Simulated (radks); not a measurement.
Effect of the nuclear size on the samarium ion Sm+, [Xe] 4f6 6s1. All-electron calculation, Dirac Kohn-Sham, PBE, spin-unpolarised, spherical densities, finite nucleus; open shells are shared between the two j in proportion to 2j + 1; Fermi nuclear charge, rms radius 5.0819 fm. Program: a radial shooting solver on a logarithmic mesh with Libxc functionals. The rms radius is varied about that value; shifts are against it.

| rms radius (fm) | total energy shift (eV) | density at nucleus (e/bohr^3) | 1s1/2 shift (meV) | 2s1/2 shift (meV) | 5s1/2 shift (meV) | 5p1/2 shift (meV) | 6s1/2 shift (meV) | 4f7/2 shift (meV) | 6p1/2 (empty) shift (meV) |
|---|---|---|---|---|---|---|---|---|---|
| 4.4721 | -3.80 | 5.497e+05 | -1570 | -199 | -1.51 | 0.131 | -0.137 | 0.249 | 0.042 |
| 4.8685 | -1.37 | 5.386e+05 | -567 | -71.8 | -0.546 | 0.047 | -0.050 | 0.090 | 0.015 |
| 5.0819 | 0 | 5.332e+05 | 0.000 | 0.000 | 0.000 | 0.000 | 0.000 | 0.000 | 0.000 |
| 5.2496 | 1.11 | 5.291e+05 | 459 | 58.1 | 0.442 | -0.038 | 0.040 | -0.073 | -0.012 |
| 6.1847 | 7.79 | 5.088e+05 | 3220 | 408 | 3.10 | -0.268 | 0.282 | -0.511 | -0.086 |

Slopes of the eigenvalues against <r^2> in GHz/fm^2, as finite differences over the two radii next to the reference (eigenvalue slopes, not the field-shift constants of lines): 1s1/2 64300, 2s1/2 8150, 5s1/2 61.9, 5p1/2 -5.35, 6s1/2 5.63, 4f7/2 -10.2, 6p1/2 (empty) -1.73.
